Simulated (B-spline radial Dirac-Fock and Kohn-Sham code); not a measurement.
The computed values come from a radial finite-basis atomic code: ΔSCF Dirac-Fock with Breit, self-energy and vacuum polarisation, finite nucleus, configuration average. Correlation and solid-state effects are left out.

**Question.** Identify the element and charge state from the binding energies below (tabulated ground configuration; the least bound level is included).

```
level  binding energy (eV)
2p1/2              10551.4
2p3/2               9516.9
3p3/2               2531.4
4p3/2                880.5
4d3/2                722.5
4d5/2                711.7
   4f                526.8
```

**Answer.** Yb²⁰⁺: Z = 70 with 50 electrons, [Kr] 4d10 4f4.
